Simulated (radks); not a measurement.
Problem. All-electron atom: Sm IV in [Xe] 4f5 (the NIST ground configuration). Method: scalar-relativistic Kohn-Sham, PBE, spin-polarised, spherical densities, finite nucleus; open shells are filled with parallel spins first (spin-orbit coupling, left out, can overturn this in heavy ions); Fermi nuclear charge, rms radius 5.0819 fm; computed with a radial shooting solver on a logarithmic mesh with Libxc functionals. Some entries of the table are withheld. Estimate them.

orbital,occ.,eigenvalue (eV),<r^2> (bohr^2)
1s down,1,-46702.81,0.0007049
1s up,1,-46702.81,0.0007049
2s up,1,-7657.783,0.01111
2s down,1,-7657.759,0.01111
2p up,3,-6834.762,0.008918
2p down,3,-6834.746,0.008918
3s up,1,-1703.328,0.07431
3s down,1,-1701.622,0.07421
3p up,3,-1445.987,0.07441
3p down,3,-1444.291,0.07429
3d up,5,-1097.262,0.06283
3d down,5,-1095.957,0.06268
4s up,1,-365.1751,0.3776
4s down,1,-360.9284,0.3775
4p up,3,-280.4722,0.4260
4p down,3,-276.2335,0.4260
4d up,5,(1),0.5167
4d down,5,(2),0.5180
5s up,1,-71.9989,2.105
5s down,1,-69.7093,2.160
5p up,3,-50.6979,2.791
5p down,3,-48.9870,2.884
4f up,5,-33.8513,1.027
4f down,0,-30.0892,1.120

Solution. 
(1) 4d up eigenvalue (eV): -161.5515
(2) 4d down eigenvalue (eV): -157.3349
